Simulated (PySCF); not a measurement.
Ge(F)3(Br), SMILES [F][Ge]([F])([F])[Br] (CAM-B3LYP/def2-SVP optimised geometry):

```
5

F     -1.102     0.814     0.000
Ge    -0.601    -0.814     0.000
F      1.102    -0.814     0.000
F     -1.099    -1.489    -1.482
Br    -1.430    -1.940     1.750
```

Computed with CAM-B3LYP/def2-TZVP (PySCF).

Task: What are the frontier orbital energies and the dipole moment?

Result: HOMO-2 -12.99 eV, HOMO-1 -11.25 eV, HOMO -11.25 eV, LUMO -1.05 eV, LUMO+1 1.85 eV; dipole moment 1.76 D.

On the same geometry PBE/def2-TZVP run with PySCF 2.14.0 gives HOMO-2 -10.00 eV, HOMO-1 -8.48 eV, HOMO -8.47 eV, LUMO -3.09 eV, LUMO+1 -0.10 eV; dipole moment 1.60 D.

Meta-Löwdin charges at CAM-B3LYP/def2-TZVP: F1 -0.47, Ge2 1.58, F3 -0.47, F4 -0.47, Br5 -0.16.
